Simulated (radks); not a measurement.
Values are calculated unless marked as measured or tabulated.
Problem. Re XI, 65 electrons, occupied as [Kr] 4d10 4f14 5s2 5p3. Code: a radial shooting solver on a logarithmic mesh with Libxc functionals. Model: scalar-relativistic Kohn-Sham, PBE, spin-polarised, spherical densities, finite nucleus; open shells are filled with parallel spins first (spin-orbit coupling, left out, can overturn this in heavy ions); Fermi nuclear charge, rms radius 5.3698 fm. Some entries of the table are withheld. Estimate them.

| orbital | occ. | eigenvalue (eV) | r(max) (bohr) | <r> (bohr) |
|---|---|---|---|---|
| 1s up | 1 | -71807.08 | 0.01124 | 0.01804 |
| 1s down | 1 | -71806.68 | 0.01124 | 0.01804 |
| 2s up | 1 | -12589.82 | 0.06452 | 0.07622 |
| 2s down | 1 | -12589.62 | 0.06453 | 0.07622 |
| 2p up | 3 | -11011.47 | 0.05302 | 0.06834 |
| 2p down | 3 | -11011.14 | 0.05302 | 0.06834 |
| 3s up | 1 | -3041.634 | 0.1820 | 0.1974 |
| 3s down | 1 | -3041.412 | 0.1820 | 0.1974 |
| 3p up | 3 | -2575.948 | 0.1803 | 0.1978 |
| 3p down | 3 | -2575.686 | 0.1803 | 0.1978 |
| 3d up | 5 | -2047.493 | 0.1468 | 0.1792 |
| 3d down | 5 | -2047.227 | 0.1468 | 0.1792 |
| 4s up | 1 | -764.9811 | 0.4125 | 0.4405 |
| 4s down | 1 | -764.5112 | 0.4126 | 0.4404 |
| 4p up | 3 | -612.1316 | 0.4329 | 0.4683 |
| 4p down | 3 | -611.6176 | 0.4329 | 0.4680 |
| 4d up | 5 | -420.0745 | 0.4430 | 0.4990 |
| 4d down | 5 | -419.4071 | 0.4430 | 0.4980 |
| 5s up | 1 | -242.3435 | 0.9177 | (1) |
| 5s down | 1 | -238.0697 | 0.9130 | (2) |
| 4f up | 7 | (3) | 0.4156 | 0.5626 |
| 4f down | 7 | (4) | 0.4150 | 0.5574 |
| 5p up | 3 | -199.3316 | (5) | 1.088 |
| 5p down | 0 | -194.8488 | (6) | 1.089 |

Solution. 
(1) 5s up <r> (bohr): 0.9805
(2) 5s down <r> (bohr): 0.9782
(3) 4f up eigenvalue (eV): -206.0335
(4) 4f down eigenvalue (eV): -204.8776
(5) 5p up r(max) (bohr): 1.013
(6) 5p down r(max) (bohr): 1.009
